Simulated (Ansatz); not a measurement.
BFGeH6OSi, SMILES `BO[SiH2][GeH2][F]` at its PBE0-D4/def2-TZVP geometry, where that method's forces vanish. Total charge 0; spin multiplicity 1.

| atom | x (Å) | y (Å) | z (Å) |
| --- | --- | --- | --- |
| B1 | 1.8720 | -0.2792 | -1.4073 |
| O2 | 0.6003 | 0.1476 | -1.2527 |
| Si3 | -0.1411 | 0.9765 | -0.0240 |
| Ge4 | -1.6073 | -0.5375 | 1.1015 |
| F5 | -0.5674 | -1.7958 | 1.7371 |
| H6 | 2.6980 | -0.0153 | -0.5739 |
| H7 | 2.1344 | -0.9095 | -2.3911 |
| H8 | -0.9179 | 2.0891 | -0.6262 |
| H9 | 0.8678 | 1.5156 | 0.9250 |
| H10 | -2.6140 | -1.2589 | 0.1894 |
| H11 | -2.3248 | 0.0673 | 2.3220 |

For each bond, give half the difference of the two atoms' forces along it (eV/Å; positive pushes the atoms apart) under PBE-D4, r2SCAN-D4, B3LYP-D4, ωB97M-V in def2-TZVPP. (An estimate is asked.)

Ansatz gave: 
```
   bond  length (Å)  PBE-D4  r2SCAN-D4  B3LYP-D4  ωB97M-V
  B1–O2       1.350    0.20       0.17      0.11     0.19
  B1–H6       1.203   -0.02      -0.06     -0.10    -0.13
  B1–H7       1.197    0.00      -0.07     -0.14    -0.17
 O2–Si3       1.657    0.33       0.02      0.11     0.12
Si3–Ge4       2.389   -0.18      -0.03      0.03    -0.04
 Si3–H8       1.485    0.03      -0.02     -0.13    -0.15
 Si3–H9       1.486    0.02      -0.02     -0.10    -0.14
 Ge4–F5       1.752    0.54       0.06      0.32     0.17
Ge4–H10       1.538    0.05      -0.03     -0.05    -0.09
Ge4–H11       1.540    0.05      -0.04     -0.04    -0.09
```

B3LYP here is the variant with VWN-RPA as its local correlation; programs differ in this.
